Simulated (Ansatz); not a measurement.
Isolated molecules relaxed with PBE0-D4/def2-TZVP in Ansatz; ΔE leaves out vibrations. CBS: MP2 limit from def2 TZ/QZ plus the TZ coupled-cluster correction, frozen cores. This one scheme is used for every species. Functionals use def2-TZVPP. Each species was taken in one conformer, which may not be the lowest.

`OBCB[SiH3]` + H–F → `OBF` + `CB[SiH3]`  (ligand exchange at a B–C bond)

`OBCB[SiH3]`:

```xyz
13

O    -2.021   -0.768   -1.106
B    -0.891   -0.172   -1.551
C    -0.242    0.958   -0.668
B     0.948    0.289    0.055
Si    0.947   -0.244    1.999
H    -2.354   -1.443   -1.703
H    -0.398   -0.522   -2.590
H    -0.993    1.395   -0.007
H     0.138    1.689   -1.395
H     1.925    0.010   -0.588
H     1.146   -1.718    2.125
H    -0.300    0.117    2.730
H     2.094    0.409    2.698
```

H–F:

Z-matrix (Å, degrees):
```
F
H 1 0.920
```

`OBF`:

Cartesian coordinates in Å:
```
O 0.122 -0.447 0.891
B -0.296 0.066 -0.279
F 0.551 0.733 -1.061
H 1.052 -0.277 1.073
H -1.429 -0.075 -0.623
```

`CB[SiH3]`:

Cartesian coordinates in Å:
```
C 0.717 -0.672 -1.236
B 0.288 -0.585 0.250
Si -0.768 0.942 1.042
H -0.095 -1.270 -1.690
H 1.632 -1.243 -1.417
H 0.741 0.270 -1.787
H 0.560 -1.498 0.982
H -1.939 0.454 1.825
H -1.259 1.927 0.037
H 0.123 1.674 1.993
```

| level | ΔE (kJ/mol) | difference from CCSD(T)/CBS |
| --- | --- | --- |
| LDA (SPW92) | -126.9 | 0.1 |
| BLYP-D4 | -135.4 | -8.4 |
| r2SCAN-D4 | -135.6 | -8.6 |
| PBE | -130.2 | -3.2 |
| MP2/def2-SVP | -145.6 | -18.6 |
| MP2/def2-TZVPP | -127.4 | -0.4 |
| HF/def2-QZVPP | -160.6 | -33.6 |
| MP2/def2-QZVPP | -125.3 | 1.7 |
| SCS-MP2/def2-QZVPP | -132.0 | -5.0 |
| HF/CBS(def2) | -160.6 | -33.6 |
| CCSD(T)/CBS | -127.0 | 0 |

Largest T1 diagnostic among the species: 0.014.

Leaving LDA and LC-ωPBE aside and taking each functional with its dispersion term where it has one, the values, not all of them listed here, spread over 21.9 kJ/mol, from BHLYP-D4 to revPBE-D4. LDA lies +3.4 kJ/mol from PBE without D4. In def2-TZVPP, CCSD(T) changes the Hartree–Fock value by +30.1 kJ/mol (the triples alone add +3.8 kJ/mol) and MP2 by +33.3 kJ/mol.

CCSD(T)/CBS has its own doubt, a few kJ/mol and more with outer-core shells, so smaller differences from it don't rank the levels.
